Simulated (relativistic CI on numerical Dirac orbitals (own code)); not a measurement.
# Energy levels of Ag¹²⁺

Method of calculation: Dirac-Coulomb-Breit CI, KLI orbitals optimised for each configuration, a model potential for QED, unscaled Slater integrals (own radial code, finite nucleus).

Configurations in the expansion (outside the closed core [Ar] 3d10): 4s2 4p5, 4s 4p6, 4s2 4p4 4d, 4s 4p5 4d, 4s2 4p4 4f, 4s 4p5 4f, 4p6 4d, 4s 4p4 4d2, 4s2 4p4 5s, 4s2 4p4 5p, 4s2 4p3 4d 4f, 4p5 4d2, 4p4 4d3, 4p4 4d2 4f, 4p4 4d2 5s. Double excitations out of closed p, d and f shells are left out; levels of such configurations are missing from the list, as are those of other unlisted configurations, and high levels can miss mixing partners. These lack a partner that the ground configuration has and come out too high: 4s2 4p4 5p.

The lowest level is 4s2 4p5 2P°_3/2, with 99 % of that term; Hund's rules for 4s2 4p5 give 2P° with J = 3/2, in agreement.

```csv
No.,Configuration,Term,J,E (cm⁻¹),%,Landé g
1,4s2 4p5,2P°,3/2,0,99,1.333
2,4s2 4p5,2P°,1/2,52104,99,0.665
3,4s 4p6,2S,1/2,329059,79,2.002
4,4p4(3P) 4d,4D,5/2,437586,74,1.333
5,4p4(3P) 4d,4D,3/2,438249,64,1.195
6,4p4(3P) 4d,4D,7/2,442016,77,1.379
7,4p4(3P) 4d,4D,1/2,443022,47,0.568
8,4p4(3P) 4d,4F,9/2,461233,81,1.294
9,4p4(3P) 4d,2F,7/2,466236,42,1.117
10,4p4(3P) 4d,2P,1/2,477402,53,1.053
11,4p4(1S) 4d,2D,3/2,477772,42,1.106
12,4p4(3P) 4d,4P,1/2,480961,60,1.687
13,4p4(3P) 4d,4F,5/2,491068,79,1.056
14,4p4(3P) 4d,4F,3/2,492943,62,0.762
15,4p4(3P) 4d,2P,3/2,493544,34,1.104
16,4p4(3P) 4d,4P,5/2,497301,58,1.372
17,4p4(3P) 4d,4F,7/2,504198,47,1.220
18,4p4(1D) 4d,2P,3/2,510862,42,1.318
19,4p4(1D) 4d,2D,5/2,515912,59,1.215
20,4p4(1D) 4d,2G,7/2,519546,63,0.985
21,4p4(3P) 4d,2F,5/2,522885,82,0.960
22,4p4(1D) 4d,2G,9/2,526086,81,1.150
23,4p4(1D) 4d,2F,5/2,538481,62,0.999
24,4p4(1D) 4d,2F,7/2,551140,88,1.138
25,4p4(1S) 4d,2D,3/2,579636,73,0.808
26,4p4(1D) 4d,2S,1/2,603199,72,1.947
27,4p4(1S) 4d,2D,5/2,607458,70,1.181
28,4p4(3P) 4d,2P,3/2,626945,80,1.246
29,4p4(3P) 4d,2D,5/2,634517,95,1.194
30,4p4(3P) 4d,2P,1/2,647947,92,0.741
31,4p4(3P) 4d,2D,3/2,682274,85,0.855
32,4s 4p5 4d,4P°,1/2,814061,97,2.603
33,4s 4p5 4d,4P°,3/2,820589,88,1.661
34,4s 4p5 4d,4F°,9/2,821406,93,1.333
35,4s 4p5 4d,4F°,7/2,824729,80,1.250
36,4s 4p5 4d,4F°,5/2,828564,42,1.263
37,4s 4p5 4d,4P°,5/2,837457,54,1.349
38,4s 4p5 4d,4F°,3/2,841712,69,0.579
39,4s 4p5 4d,4D°,7/2,863165,76,1.375
40,4s 4p5 4d,4D°,1/2,866128,84,0.105
41,4s 4p5 4d,4D°,5/2,872366,47,1.259
42,4s 4p5 4d,4D°,3/2,876031,70,1.120
43,4s 4p5 4d,2D°,3/2,892868,73,0.845
44,4s 4p5 4d,2F°,7/2,895398,84,1.171
45,4s 4p5 4d,2D°,5/2,895627,62,1.157
```

Energies count from the lowest computed level; ° marks odd parity. Percentages are summed over parent terms; the parents shown are those of the largest component, closed shells are left out there.

The mean weight of the leading LS term, summed over parents, in these 45 levels is 70 %, and that of the leading jj configuration (from the same eigenvectors) 66 %.

At this charge energies of transitions that change n are usually good to better than 1 %, and those within a shell (Δn = 0) to a few per cent.

LS names give the leading component of a level, which can be under half, so a name can repeat, a term be missing and a line seem to break the LS rules.
